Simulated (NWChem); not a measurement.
System: FeClF, quintet; SMILES [F][Fe][Cl]

```xyz
3

Fe    -0.2276     0.3345     0.0000
F     -0.4464     2.0507     0.0000
Cl     0.0495    -1.8024     0.0000
```
Atoms are numbered in this order, from 1.

Level: B3LYP/6-31G* (spherical d), spin-unrestricted (NWChem), optimised geometry, unscaled harmonic frequencies. The spin multiplicity was typed, not searched, and may not be the lowest. B3LYP is NWChem's, with the RPA form of VWN correlation.

Question: List the harmonic frequencies with IR intensities, and the thermochemistry.

Answer: 
| frequency (cm⁻¹) | IR intensity (km/mol) |
|---|---|
| 68 | 32.7 |
| 400 | 25.2 |
| 756 | 149.7 |

```json
{
  "zero_point_energy": "1.7 kcal/mol",
  "thermal correction to the enthalpy at 298.15 K (with zero-point energy)": "4.9 kcal/mol",
  "heat capacity Cv": "10.1 cal/(mol K)",
  "dipole_moment": "1.11 D"
}
```

Rigid rotor and harmonic oscillator; modes under 100 cm⁻¹ make the entropy uncertain.
